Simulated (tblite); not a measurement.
C2H4BrGaO.
Bonds: C1–C2 (double), C2–O3, O3–Ga4, Ga4–Br5. Hydrogens: H6, H7 on C1; H8 on C2; H9 on Ga4.

Computed with GFN2-xTB (tblite), gas phase: L-BFGS steps from a force-field or distance-geometry start until the largest atomic force falls under 0.01 eV/Å.

Step 9: E = -427.8472 eV
```
atom  x, y, z in Å  |  force x, y, z in eV/Å
C1     -1.5964   -0.0205   -0.0472    0.455  -0.386  -0.123
C2     -0.5816   -0.8220   -0.3619   -0.694   0.305   0.115
O3      0.6972   -0.6685    0.0383    0.244  -0.047   0.145
Ga4     1.6326    0.6973   -0.5155    0.059   0.039   0.032
Br5     3.7370   -0.0427   -0.7736    0.324   0.103   0.022
H6     -1.4794    0.8182    0.6169    0.101   0.094   0.030
H7     -2.5741   -0.2273   -0.4245   -0.226  -0.052  -0.012
H8     -0.6797   -1.6704   -1.0177   -0.330  -0.285  -0.142
H9      0.8582    1.9420   -0.9088    0.067   0.229  -0.067
```

Step 10: E = -427.8742 eV
```
atom  x, y, z in Å  |  force x, y, z in eV/Å
C1     -1.5922   -0.0253   -0.0400    0.308  -0.309  -0.144
C2     -0.5937   -0.8361   -0.3662   -0.643   0.263   0.153
O3      0.6894   -0.6925    0.0203    0.279  -0.152   0.134
Ga4     1.6175    0.6725   -0.5122    0.253   0.229  -0.042
Br5     3.7525    0.0141   -0.7644    0.256   0.069   0.042
H6     -1.4895    0.8246    0.6055    0.247   0.170   0.129
H7     -2.5682   -0.2273   -0.4073   -0.471  -0.126  -0.109
H8     -0.7241   -1.6880   -1.0114   -0.247  -0.288  -0.134
H9      0.9219    1.9639   -0.9183    0.018   0.146  -0.029
```

Question: Estimate the geometry and energy of step 11. (The exact step hangs on the optimiser's Hessian estimate; all steps are aligned on step 10, rigid shifts and turns removed.)

Answer: E = -427.8941 eV, largest force 0.502 eV/Å
```
atom  x, y, z in Å  |  force x, y, z in eV/Å
C1     -1.5897   -0.0303   -0.0351   -0.063  -0.071  -0.089
C2     -0.6076   -0.8479   -0.3689   -0.290   0.027   0.097
O3      0.6849   -0.7146    0.0073    0.138  -0.174   0.033
Ga4     1.6117    0.6558   -0.5103    0.303   0.349  -0.085
Br5     3.7689    0.0615   -0.7560    0.207   0.038   0.055
H6     -1.4931    0.8315    0.5976    0.322   0.120   0.115
H7     -2.5701   -0.2292   -0.3946   -0.473  -0.131  -0.106
H8     -0.7645   -1.7057   -1.0074   -0.147  -0.179  -0.039
H9      0.9731    1.9848   -0.9266    0.004   0.022   0.019
```

The energy changes by -0.0199 eV. The first-order estimate −F·Δx gives -0.0276 eV and the mean of the old and new forces, exact on a quadratic surface, -0.0198 eV. The step makes an angle of 77° with the force vector and moves no atom by more than 0.056 Å.

What follows is the cost of the whole relaxation. Hardware: one thread of an Arm Neoverse N1, shared host with 64 logical CPUs at a one-minute load of 61. Cost: 0.48 s wall.
